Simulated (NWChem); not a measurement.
System: Si₂H₆O₂; SMILES O[SiH](O)[SiH3]

Here is an NWChem input.

```
start job
memory heap 200 mb stack 700 mb global 900 mb
geometry units angstroms noautosym nocenter noautoz
  Si     0.022542    -0.583726    -0.353583
  O      1.494701    -1.034909     0.327796
  O     -1.297110    -1.395024     0.309555
  Si    -0.114395     1.725125     0.063008
  H     -0.049473    -0.957317    -1.806913
  H      1.767741    -1.952075     0.143770
  H     -1.483660    -1.163781     1.236963
  H     -0.197476     1.960547     1.550094
  H      1.073565     2.475054    -0.476251
  H     -1.363901     2.287494    -0.562372
end
basis spherical
  Si library def2-svp
  O library def2-svp
  H library def2-svp
end
dft
  xc b3lyp
  iterations 150
  mulliken
end
task dft energy
esp
  recalculate
  probe 0.07
  range 0.3
  factor 1.0
  spacing 0.02
end
task esp
```

Parts of the log:

```
             Northwest Computational Chemistry Package (NWChem) 7.3.0
             --------------------------------------------------------

                             Geometry "geometry" -> ""
                             -------------------------

 Output coordinates in angstroms (scale by  1.889725989 to convert to a.u.)

  No.       Tag          Charge          X              Y              Z
 ---- ---------------- ---------- -------------- -------------- --------------
    1 Si                  14.0000     0.02254200    -0.58372600    -0.35358300
    2 O                    8.0000     1.49470100    -1.03490900     0.32779600
    3 O                    8.0000    -1.29711000    -1.39502400     0.30955500
    4 Si                  14.0000    -0.11439500     1.72512500     0.06300800
    5 H                    1.0000    -0.04947300    -0.95731700    -1.80691300
    6 H                    1.0000     1.76774100    -1.95207500     0.14377000
    7 H                    1.0000    -1.48366000    -1.16378100     1.23696300
    8 H                    1.0000    -0.19747600     1.96054700     1.55009400
    9 H                    1.0000     1.07356500     2.47505400    -0.47625100
   10 H                    1.0000    -1.36390100     2.28749400    -0.56237200

 Effective nuclear repulsion energy (a.u.)     225.5483876543

                                 NWChem DFT Module
                                 -----------------

 Summary of "ao basis" -> "ao basis" (spherical)
 ------------------------------------------------------------------------------
       Tag                 Description            Shells   Functions and Types
 ---------------- ------------------------------  ------  ---------------------
 Si                         def2-svp                 8       18   4s3p1d
 O                          def2-svp                 6       14   3s2p1d
 H                          def2-svp                 3        5   2s1p

            General Information
            -------------------
          SCF calculation type: DFT
          Wavefunction type:  closed shell.
          No. of atoms     :    10
          No. of electrons :    50
           Alpha electrons :    25
            Beta electrons :    25
          Charge           :     0
          Spin multiplicity:     1
          Use of symmetry is: off; symmetry adaption is: off
          Maximum number of iterations: 150
          AO basis - number of functions:    94
                     number of shells:    46
          Convergence on energy requested:  1.00D-06
          Convergence on density requested:  1.00D-05
          Convergence on gradient requested:  5.00D-04

              XC Information
              --------------
                         B3LYP Method XC Potential
                     Hartree-Fock (Exact) Exchange  0.200
                        Slater Exchange Functional  0.800 local
                    Becke 1988 Exchange Functional  0.720 non-local
              Lee-Yang-Parr Correlation Functional  0.810
                  VWN I RPA Correlation Functional  0.190 local

             Grid Information
             ----------------
          Grid used for XC integration:  medium
          Radial quadrature: Mura-Knowles
          Angular quadrature: Lebedev.
          Tag              B.-S. Rad. Rad. Pts. Rad. Cut. Ang. Pts.
          ---              ---------- --------- --------- ---------
          Si                  1.10       88          11.0       590
          O                   0.60       49          12.0       434
          H                   0.35       45          13.0       434
          Grid pruning is: on
          Number of quadrature shells:   544
          Spatial weights used:  Erf1

      Superposition of Atomic Density Guess
      -------------------------------------

 Sum of atomic energies:        -729.85507046

      Non-variational initial energy
      ------------------------------

 Total energy =    -730.987154
 1-e energy   =   -1458.888337
 2-e energy   =     502.352795
 HOMO         =      -0.311826
 LUMO         =       0.038036

[...]

                     NWChem Electrostatic Potential Fit Module
                     -----------------------------------------

 Atom parameters

 Number of atoms is                                   10
 Number of basis functions is                         94

 Grid parameters

 Maximum number of grid points is                  46337
 Number of grid points is                          46336
 Grid range                                     0.300000 nm
 Grid spacing                                   0.020000 nm
 Probe radius                                   0.070000 nm
 Atom radius factor                             1.000000

 Atomic radii

    1    0.100000
    8    0.136000
   14    0.187000
 FASTESP  F
  using M.O. file = ./job.movecs

    Atom              Coordinates                           Charge

                                                  ESP

    1 Si    0.002254   -0.058373   -0.035358    0.809412
    2 O     0.149470   -0.103491    0.032780   -0.697882
    3 O    -0.129711   -0.139502    0.030956   -0.660150
    4 Si   -0.011440    0.172513    0.006301    0.144541
    5 H    -0.004947   -0.095732   -0.180691   -0.168198
    6 H     0.176774   -0.195208    0.014377    0.409068
    7 H    -0.148366   -0.116378    0.123696    0.379690
    8 H    -0.019748    0.196055    0.155009   -0.061827
    9 H     0.107357    0.247505   -0.047625   -0.063978
   10 H    -0.136390    0.228749   -0.056237   -0.090677
                                            ------------
                                                0.000000

 Dipole moment                                  0.356332

 Quadrupole moment Qxx                         -2.342124
                   Qyy                         -1.681058
                   Qzz                          4.023183

 RMS deviation kJ/mol                           0.055414

 RRMS %                                        28.897807
```

Level: B3LYP/def2-SVP. Coordinates come from a PBE-D3(BJ)/def2-SVP optimisation.
